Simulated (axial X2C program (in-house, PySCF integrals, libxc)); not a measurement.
# Bond lengths and stretching modes, held linear, of HMoH

Computed with an axial X2C code built on PySCF integrals: two-component X2C with atomic mean-field Coulomb and Gaunt terms, Gaussian nuclei, basis H dyall-v3z, Mo dyall-v3z with contracted cores. Spin-free rows use the one-electron spin-free X2C Hamiltonian.

Masses H 1.008, Mo 97.905, H 1.008 u. States: 2c Ω = 2 (beyond evenly filled blocks: ω = -1/2, ω = 5/2); spin-free M_S = 2, Λ = 0 (beyond evenly filled blocks: π+α, π-α, δ+α, δ-α).

HF, spin-free: energies above the lowest point

```
r(H–Mo) (Å)  r(Mo–H) (Å)  E (meV)
     1.7872       1.7872    94.93
     1.7872       1.8330    56.55
     1.7872       1.8788    39.93
     1.8330       1.7872    56.55
     1.8330       1.8330    22.19
     1.8330       1.8788     9.33
     1.8330       1.9246    14.86
     1.8788       1.7872    39.93
     1.8788       1.8330     9.33
     1.8788       1.8788     0.00
     1.9246       1.8330    14.86
     1.9246       1.9246    20.80
```

Task: Fit a quadratic surface with cubic terms in each bond: where is the minimum, and what are the two stretching wavenumbers?

Result: At HF, spin-free: bonds 1.878 and 1.878 Å; harmonic stretches 1395.2 and 1677.9 cm⁻¹; force constants 1.4, 1.4 and coupling 0.27 mdyn/Å.

The other levels and Hamiltonians give:

```json
{"Hamiltonian": "2c", "level": "PBE0", "r(H–Mo) (Å)": "1.833", "r(Mo–H) (Å)": "1.833", "lower stretch (cm⁻¹)": "1299.8", "upper stretch (cm⁻¹)": "1690.5"}
{"Hamiltonian": "2c", "level": "HF", "r(H–Mo) (Å)": "1.879", "r(Mo–H) (Å)": "1.879", "lower stretch (cm⁻¹)": "1394.0", "upper stretch (cm⁻¹)": "1677.2"}
{"Hamiltonian": "2c", "level": "MP2", "r(H–Mo) (Å)": "1.820", "r(Mo–H) (Å)": "1.820", "lower stretch (cm⁻¹)": "1406.0", "upper stretch (cm⁻¹)": "1738.3"}
{"Hamiltonian": "spin-free", "level": "PBE0", "r(H–Mo) (Å)": "1.833", "r(Mo–H) (Å)": "1.833", "lower stretch (cm⁻¹)": "1301.1", "upper stretch (cm⁻¹)": "1691.5"}
{"Hamiltonian": "spin-free", "level": "MP2", "r(H–Mo) (Å)": "1.820", "r(Mo–H) (Å)": "1.820", "lower stretch (cm⁻¹)": "1407.3", "upper stretch (cm⁻¹)": "1739.1"}
```

Each state is one determinant, the lowest of a limited PBE0 search; the stretches come from a fit to these few points and carry an uncertainty of a few per cent. Other orders of the atoms were not compared. Left out for rough or failed fits: LDA 2c, LDA spin-free. MP2 freezes inner shells (threshold -2 hartree). The molecule was held linear; bending was not examined, so a bent shape may lie lower. Open-shell Ω = 0 determinants with evenly filled partner blocks cannot be reached by this program, so the Ω shown need not be the lowest component. Note: several unpaired electrons, one determinant need not be a pure state.
